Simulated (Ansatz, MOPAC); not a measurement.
Bond stretch in SeBe, lowest triplet found (which spin is the ground state isn't settled by this scan).

Levels: UMP2 = MP2 on UHF/cc-pVDZ, cores with 3d frozen in Ansatz (a program for electronic structure); UHF/cc-pVDZ (Ansatz); ROHF/cc-pVDZ (Ansatz); ROCCSDT = CCSDT on ROHF/cc-pVDZ, cores with 3d frozen (Ansatz); PM3, unrestricted, heats of formation (MOPAC).

Energies are in kcal/mol, each relative to the lowest point of its own curve between 1.69 and 2.45 Å, where full CI is lowest.

```json
[
 {"R / Å": "1.55", "UMP2": "83.3", "UHF": "83.1", "ROHF": "82.9", "ROCCSDT": "83.9", "PM3": "29.8"},
 {"R / Å": "1.69", "UMP2": "35.1", "UHF": "35.1", "ROHF": "35.0", "ROCCSDT": "35.7", "PM3": "15.1"},
 {"R / Å": "1.78", "UMP2": "17.6", "UHF": "17.6", "ROHF": "17.5", "ROCCSDT": "18.0", "PM3": "8.8"},
 {"R / Å": "1.87", "UMP2": "7.1", "UHF": "7.2", "ROHF": "7.1", "ROCCSDT": "7.4", "PM3": "4.3"},
 {"R / Å": "1.98", "UMP2": "1.1", "UHF": "1.1", "ROHF": "1.0", "ROCCSDT": "1.2", "PM3": "1.0"},
 {"R / Å": "2.04", "UMP2": "0.0", "UHF": "0.0", "ROHF": "0.0", "ROCCSDT": "0.0", "PM3": "0.1"},
 {"R / Å": "2.13", "UMP2": "0.5", "UHF": "0.5", "ROHF": "0.6", "ROCCSDT": "0.3", "PM3": "0.0"},
 {"R / Å": "2.16", "UMP2": "1.1", "UHF": "1.1", "ROHF": "1.2", "ROCCSDT": "0.8", "PM3": "0.3"},
 {"R / Å": "2.23", "UMP2": "3.2", "UHF": "3.1", "ROHF": "3.4", "ROCCSDT": "2.7", "PM3": "1.6"},
 {"R / Å": "2.35", "UMP2": "8.3", "UHF": "8.1", "ROHF": "8.6", "ROCCSDT": "7.3", "PM3": "5.9"},
 {"R / Å": "2.45", "UMP2": "13.4", "UHF": "13.0", "ROHF": "14.0", "ROCCSDT": "11.9", "PM3": "11.2"},
 {"R / Å": "2.57", "UMP2": "20.2", "UHF": "19.3", "ROHF": "21.1", "ROCCSDT": "17.7", "PM3": "19.0"},
 {"R / Å": "2.70", "UMP2": "27.7", "UHF": "25.6", "ROHF": "29.0", "ROCCSDT": "23.8", "PM3": "28.0"},
 {"R / Å": "2.93", "UMP2": "38.9", "UHF": "33.7", "ROHF": "42.6", "ROCCSDT": "32.3", "PM3": "41.2"},
 {"R / Å": "3.16", "UMP2": "45.4", "UHF": "38.1", "ROHF": "44.4", "ROCCSDT": "36.9", "PM3": "49.1"},
 {"R / Å": "3.46", "UMP2": "48.8", "UHF": "40.7", "ROHF": "43.9", "ROCCSDT": "39.3", "PM3": "53.5"},
 {"R / Å": "3.80", "UMP2": "49.9", "UHF": "41.8", "ROHF": "43.3", "ROCCSDT": "40.0", "PM3": "55.0"},
 {"R / Å": "4.24", "UMP2": "50.1", "UHF": "42.2", "ROHF": "42.9", "ROCCSDT": "40.2", "PM3": "55.5"},
 {"R / Å": "4.77", "UMP2": "49.8", "UHF": "42.3", "ROHF": "42.7", "ROCCSDT": "40.1", "PM3": "55.6"},
 {"R / Å": "5.42", "UMP2": "49.9", "UHF": "42.3", "ROHF": "42.7", "ROCCSDT": "40.2", "PM3": "55.5"},
 {"R / Å": "6.29", "UMP2": "50.0", "UHF": "42.4", "ROHF": "42.8", "ROCCSDT": "40.4", "PM3": "55.5"},
 {"R / Å": "7.38", "UMP2": "50.0", "UHF": "42.4", "ROHF": "42.8", "ROCCSDT": "40.5", "PM3": "55.4"}
]
```

At the longest distance, 7.38 Å, PM3 lies highest above its minimum (55.4 kcal/mol) and ROCCSDT lowest (40.5 kcal/mol).

The unrestricted determinant behind UMP2, UHF is spin-contaminated at 2.70 to 7.38 Å (<S²> up to 2.3, against 2.00 for a pure triplet). The T1 diagnostic of CCSD on the restricted reference of ROCCSDT exceeds 0.045 at 2.70 to 2.93 Å.
